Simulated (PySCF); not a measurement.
## One molecule, many functionals

Species: BrGeH5OSi.
Z-matrix (Å and degrees, PBE0-D3(BJ)/def2-SVP geometry), rows numbered from 1:
```
Ge
O   1  1.7877
Si  2  1.6367  1  140.27
Br  3  2.2374  2  110.46  1     9.72
H   1  1.5374  2  107.97  3    74.85
H   1  1.5340  2  104.73  3  -166.10
H   1  1.5358  2  108.55  3   -46.33
H   3  1.4857  2  110.25  1   127.70
H   3  1.4870  2  110.95  1  -108.19
```

Linear-response calculations in the def2-SVPD basis (PySCF; singlets by full response, triplets Tamm–Dancoff, core orbitals frozen in the response; HF means time-dependent Hartree–Fock). 'Strongest' is the level of largest summed f among the singlets computed (10 roots, of which the last may lack a degenerate partner); it can jump between rows when another state enters that window. S1 is the lowest singlet of each run and needn't be the same state throughout; f(S1) is that of one state. One conformer (not necessarily the lowest) at the PBE0-D3(BJ)/def2-SVP geometry, without solvent, vibrations or thermal averaging. Relativistic effects, spin–orbit coupling among them, are left out although an element past zinc is present.

```csv
functional,kind,S1 (eV),f(S1),strongest (eV),T1 (eV),HOMO (eV),gap (eV),"ionisation energy, ΔSCF (eV)"
LDA,LDA,5.60,0.001,6.58,5.48,-7.03,5.54,9.76
PBE,GGA,5.75,0.001,6.60,5.61,-6.96,5.70,9.68
B3LYP,"global hybrid, 20% exact exchange",6.49,0.000,7.05,6.28,-8.01,7.38,10.16
PBE0,"global hybrid, 25% exact exchange",6.67,0.000,7.47,6.39,-8.25,7.84,10.22
BHandHLYP,"global hybrid, 50% exact exchange",7.29,0.019,8.61,6.86,-9.41,9.81,10.59
CAM-B3LYP,range-separated hybrid,7.00,0.010,8.26,6.61,-9.57,10.08,10.53
wB97X-D,range-separated hybrid,7.11,0.008,8.42,6.75,-10.12,11.45,10.49
LC-wPBE,range-separated hybrid,7.39,0.013,8.79,6.89,-10.94,12.55,10.80
HF,Hartree–Fock,8.10,0.032,9.70,7.51,-11.25,13.22,not settled
```

S1 runs from 5.60 eV (LDA) to 8.10 eV (HF), a spread of 2.50 eV, while the orbital gap spreads over 7.7 eV. Along PBE (0%), B3LYP (20%), PBE0 (25%), BHandHLYP (50%), HF (100%) S1 rises with the share of exact exchange. −ε(HOMO) comes closest to its own ΔSCF ionisation energy with LC-wPBE (+0.14 eV) and misses most with LDA (-2.73 eV). 'Not settled' means that the ion's SCF failed to converge or may have ended in another state than the lowest.

Without π bonds the low states are Rydberg-like; a valence basis with one diffuse set may place them up to an eV too high.
